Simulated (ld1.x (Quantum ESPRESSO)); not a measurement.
**Scattering properties, TM potential for Zr**

```json
{"Element": "Zr (Z = 40)", "Generator": "ld1.x (Quantum ESPRESSO) 7.5", "Type": "norm-conserving Troullier–Martins (Kleinman–Bylander form)", "Functional": "LDA (PZ)", "Relativity": "scalar-relativistic", "Frozen core": "[Ar] 3d10 4s2", "Valence charge": "10", "Reference configuration": "4p6 4d2 5s2 5p0", "Partial waves": "5s (bound): rc 2.30 bohr; 4p (bound): rc 2.25 bohr; 4d (bound): rc 1.60 bohr", "Local potential": "all-electron potential smoothed inside 1.85 bohr (lloc = -1)", "Core correction": "none"}
```

The phase is arctan(r·u′/u) with u = r·R(r), unwrapped; energies in Ry, scanned from -4 to 5 Ry. A pole is an energy at which the radial function vanishes at the test radius. The pseudo phase is shifted by a multiple of π to meet the all-electron one at the reference energy, and phase errors are pseudo minus all-electron; the curves can meet again beyond the range given. Levels narrower than the energy grid can be missing from the lists of poles.

Q: For each channel, where are the poles, and over which energies does the pseudopotential scatter like the atom?

A:

```
channel  radius (bohr)  reference energy (Ry)  poles, all-electron  poles, pseudo  unbroken range about the reference energy with phases within 0.05 rad  phase error 1 Ry above the reference energy (rad)
      s           2.50                  -0.34          -3.90, 3.85    -3.10, 2.50                                                            -2.9 to 0.4                                             -0.068
      p           2.50                  -2.39                -2.14          -2.14                                                        the whole range                                             +0.000
      d           2.50                  -0.27                 0.61           0.61                                                        the whole range                                             -0.000
```

Note: ghost state, extra bound levels that the all-electron valence spectrum of the same l lacks: s at -43.1 eV. A true bound ghost makes a file unfit for plane-wave use.

Phases in the d channel:

| E (Ry) | all-electron | pseudo |
| --- | --- | --- |
| -4.00 | 1.361 | 1.361 |
| -3.76 | 1.353 | 1.353 |
| -3.52 | 1.344 | 1.344 |
| -3.28 | 1.335 | 1.335 |
| -3.04 | 1.323 | 1.323 |
| -2.80 | 1.310 | 1.310 |
| -2.56 | 1.295 | 1.295 |
| -2.32 | 1.276 | 1.276 |
| -2.08 | 1.253 | 1.253 |
| -1.84 | 1.223 | 1.223 |
| -1.60 | 1.182 | 1.182 |
| -1.36 | 1.124 | 1.124 |
| -1.12 | 1.031 | 1.031 |
| -0.88 | 0.863 | 0.863 |
| -0.64 | 0.491 | 0.490 |
| -0.40 | -0.313 | -0.313 |
| -0.16 | -1.015 | -1.015 |
| 0.08 | -1.319 | -1.319 |
| 0.32 | -1.467 | -1.467 |
| 0.56 | -1.555 | -1.556 |
| 0.80 | -1.617 | -1.617 |
| 1.04 | -1.666 | -1.666 |
| 1.28 | -1.709 | -1.710 |
| 1.52 | -1.750 | -1.751 |
| 1.76 | -1.793 | -1.794 |
| 2.00 | -1.841 | -1.842 |
| 2.24 | -1.898 | -1.900 |
| 2.48 | -1.972 | -1.975 |
| 2.72 | -2.075 | -2.079 |
| 2.96 | -2.229 | -2.236 |
| 3.20 | -2.479 | -2.493 |
| 3.44 | -2.887 | -2.911 |
| 3.68 | -3.413 | -3.440 |
| 3.92 | -3.843 | -3.862 |
| 4.16 | -4.109 | -4.122 |
| 4.40 | -4.271 | -4.279 |
| 4.64 | -4.375 | -4.381 |
| 4.88 | -4.447 | -4.451 |
